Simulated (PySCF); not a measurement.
BFH4Si, SMILES FB[SiH3]. Atoms are numbered in the order given.

```xyz
7

B     -0.5487     0.7887     0.0000
F      0.3311     1.7812     0.0000
H     -1.7034     1.1109     0.0000
Si     0.0649    -1.1516     0.0000
H     -0.4910    -1.8309     1.1989
H     -0.4910    -1.8309    -1.1989
H      1.5398    -1.3009     0.0000
```
Charge 0, spin multiplicity 1.

Geometry: B3LYP-D3(BJ)/def2-TZVP.

Level of theory: M06-2X/def2-TZVPD (PySCF).

Symmetry labels are those of the subgroup Cs that the program uses (full group Cs).

Computed valence orbital energies around the gap with their symmetry:
| orbital | symmetry | energy (eV) |
|---|---|---|
| HOMO−7 | A' | -18.19 |
| HOMO−6 | A' | -16.80 |
| HOMO−5 | A' | -15.69 |
| HOMO−4 | A" | -15.26 |
| HOMO−3 | A' | -13.35 |
| HOMO−2 | A" | -11.13 |
| HOMO−1 | A' | -11.07 |
| HOMO | A' | -9.42 |
| LUMO | A" | -0.80 |
| LUMO+1 | A' | 0.19 |
| LUMO+2 | A' | 0.69 |
| LUMO+3 | A' | 1.12 |
